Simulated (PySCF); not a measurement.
SMILES CC(=O)O[Si](O)(O)OC(C)=O (C4H8O6Si), singlet (GFN2-xTB optimised geometry):

```
19

C     -1.391    -3.137    -3.144
C     -1.150    -2.874    -1.687
O     -1.382    -3.656    -0.802
O     -0.644    -1.664    -1.473
Si    -0.176    -1.069     0.000
O     -0.869    -1.847     1.227
O      1.433    -1.069     0.000
O     -0.811     0.460     0.000
C     -0.170     1.558     0.390
C     -1.051     2.772     0.351
O      0.984     1.560     0.733
H     -2.019    -2.350    -3.555
H     -0.438    -3.114    -3.668
H     -1.864    -4.106    -3.274
H     -1.183    -2.741     1.048
H      1.864    -0.274     0.332
H     -0.477     3.656     0.607
H     -1.864     2.638     1.061
H     -1.484     2.873    -0.641
```

Level of theory: CAM-B3LYP/def2-SVP in PySCF.

Q: What are the frontier orbital energies and the dipole moment?

A: HOMO-2 -10.42 eV, HOMO-1 -9.87 eV, HOMO -9.78 eV, LUMO 1.23 eV, LUMO+1 1.25 eV; dipole moment 3.25 D.

On the same geometry PySCF with PBE/def2-SVP gives HOMO-2 -7.18 eV, HOMO-1 -6.63 eV, HOMO -6.57 eV, LUMO -1.15 eV, LUMO+1 -1.13 eV; dipole moment 3.00 D.

Meta-Löwdin charges at CAM-B3LYP/def2-SVP: C1 -0.33, C2 0.54, O3 -0.45, O4 -0.56, Si5 1.56, O6 -0.71, O7 -0.71, O8 -0.56, C9 0.54, C10 -0.33, O11 -0.45, H12 0.13, H13 0.13, H14 0.12, H15 0.35, H16 0.35, H17 0.12, H18 0.13, H19 0.13.
